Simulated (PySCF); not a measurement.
PySCF 2.14 output of an unrestricted M06-L calculation on a single atom or ion in cc-pVTZ-PP with ECP28MDF, with a scalar-relativistic core potential:

```
SCF conv_tol = 1e-09
number electrons alpha = 9  beta = 7
    Y. Zhao and D. G. Truhlar.,  J. Chem. Phys. 125, 194101 (2006)
    Y. Zhao and D. G. Truhlar.,  J. Chem. Phys. 125, 194101 (2006)
    Y. Zhao and D. G. Truhlar.,  Theor. Chem. Acc. 120, 215 (2008)
cycle= 1 E= -144.686340058856  delta_E= -0.0036  |g|= 0.0206  |ddm|= 0.072
cycle= 2 E= -144.686386800841  delta_E= -4.67e-05  |g|= 0.0132  |ddm|= 0.016
cycle= 3 E= -144.686420216531  delta_E= -3.34e-05  |g|= 0.00136  |ddm|= 0.00741
cycle= 4 E= -144.686420572628  delta_E= -3.56e-07  |g|= 1.8e-05  |ddm|= 0.000708
cycle= 5 E= -144.686420572727  delta_E= -9.89e-11  |g|= 1.92e-06  |ddm|= 1.2e-05
converged SCF energy = -144.686420572727  <S^2> = 2.0016536  2S+1 = 3.0011022
```

The run itself started from symmetry-adapted Hartree-Fock orbitals and held the occupation by maximum overlap, on a logarithmic radial grid, so the iterations belong to that start.

Q: Which element, charge and spin multiplicity is this?

A: Ag³⁺ (silver, charge +3), multiplicity 3; the state was [Kr] 4d8, high-spin 3F determinant.

Energies and moments cover only the electrons outside the core potential.
